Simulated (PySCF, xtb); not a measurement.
CH8N2O2Si, SMILES CN[Si](N)(O)O. One conformer was computed; it need not be the lowest.

Harmonic wavenumbers (cm⁻¹) from xtb with GFN2-xTB at its own minimum, in rising order: 48, 93, 134, 171, 203, 229, 244, 274, 287, 322, 374, 444, 620, 723, 812, 826, 843, 881, 913, 958, 1069, 1114, 1171, 1373, 1420, 1492, 1503, 1535, 2880, 2961, 3035, 3484, 3491, 3526, 3679, 3706.

Task: What does B3LYP-D3(BJ)/def2-SVP in PySCF give at its own minimum? (Estimate from the structure and the level; the computed values follow.)

Result: 92, 137, 168, 183, 222, 259, 290, 331, 352, 384, 439, 451, 472, 709, 794, 812, 830, 870, 937, 962, 1096, 1146, 1163, 1404, 1448, 1474, 1498, 1542, 2979, 3035, 3124, 3568, 3608, 3659, 3876, 3881. Paired by order, the mean absolute difference is 51 cm⁻¹ and the zero-point energies are 67.0 and 68.9 kcal/mol.
